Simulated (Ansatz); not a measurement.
A nudged elastic band was laid between two geometries of GaH$_{6}$NOSi (10 atoms, charge 0, multiplicity 1).

The calculation used RKS B3LYP/def2-SVP in Ansatz.

| Quantity | Value |
| --- | --- |
| movable images | 5 |
| climbing image | yes |
| spring | 5.0 eV/Å² |
| optimiser | quadratic models (default) |
| start path | IDPP |
| force threshold | 0.05 eV/Å |
| iteration limit | 60 |
| end points | relaxed |

Image 0:

```xyz
10
Properties=species:S:1:pos:R:3
N -1.457 -0.087 -0.797
Si 0.190 -0.414 -0.362
O 0.452 -1.665 0.740
Ga 1.068 1.497 0.823
H -1.924 -0.573 -1.558
H -2.127 0.247 -0.110
H 0.833 -0.768 -1.667
H 0.283 -2.567 0.439
H 0.194 2.195 1.946
H 2.488 2.136 0.546
```

Image 6:

```xyz
10
Properties=species:S:1:pos:R:3
N -1.462 -0.093 -0.782
Si 0.191 -0.413 -0.361
O 0.469 -1.671 0.728
Ga 1.064 1.503 0.820
H -2.130 0.228 -0.088
H -1.928 -0.581 -1.542
H 0.823 -0.752 -1.676
H 0.302 -2.571 0.420
H 0.184 2.214 1.931
H 2.488 2.136 0.549
```

Which bonds break or form, and what moves?

No bond is made or broken. The dihedral H6–N1–Si2–Ga4 goes from -50 to 158°. The two ends are copies of one structure, up to a mirror image or an exchange of like atoms.

What energy profile does the band end with?

The run converged. The highest image is number 3 of 0 to 6, 0.215 eV above the ends, which have the same energy within 2 meV. A vibrational analysis at the climbing image gives one clearly imaginary mode, 250i cm⁻¹, and a faint second one (37i cm⁻¹) that may be numerical noise or a soft torsion: probably a first-order saddle point.

```json
{"image": "0", "path coordinate (Å)": "0.00", "energy (eV)": "0.000", "dihedral H6–N1–Si2–Ga4 (°)": "-50"}
{"image": "1", "path coordinate (Å)": "0.69", "energy (eV)": "0.045", "dihedral H6–N1–Si2–Ga4 (°)": "-31"}
{"image": "2", "path coordinate (Å)": "1.38", "energy (eV)": "0.155", "dihedral H6–N1–Si2–Ga4 (°)": "3"}
{"image": "3", "path coordinate (Å)": "2.06", "energy (eV)": "0.215", "dihedral H6–N1–Si2–Ga4 (°)": "32"}
{"image": "4", "path coordinate (Å)": "2.75", "energy (eV)": "0.146", "dihedral H6–N1–Si2–Ga4 (°)": "62"}
{"image": "5", "path coordinate (Å)": "3.43", "energy (eV)": "0.043", "dihedral H6–N1–Si2–Ga4 (°)": "100"}
{"image": "6", "path coordinate (Å)": "4.11", "energy (eV)": "0.000", "dihedral H6–N1–Si2–Ga4 (°)": "158"}
```

What is the geometry of the highest image?


```xyz
10
Properties=species:S:1:pos:R:3:forces:R:3
N -1.531 -0.071 -0.916 0.00 0.00 0.02
Si 0.147 -0.299 -0.507 -0.02 -0.02 0.01
O 0.255 -1.793 0.268 0.01 0.02 -0.01
Ga 1.012 1.294 1.128 0.00 0.00 0.00
H -2.182 -0.747 -0.523 0.01 0.01 -0.01
H -1.945 0.857 -0.915 0.01 -0.01 0.00
H 0.990 -0.368 -1.747 0.00 0.01 0.00
H 0.656 -2.508 -0.239 -0.01 0.00 0.00
H 0.111 1.755 2.350 0.00 0.01 0.00
H 2.486 1.879 1.101 0.00 -0.01 0.00
```

Time of the run: 3.2 min on 2 threads of Intel(R) Xeon(R) Platinum 8259CL CPU @ 2.50GHz (Skylake/Cascade Lake) (shared host), peak memory 0.27 GiB.
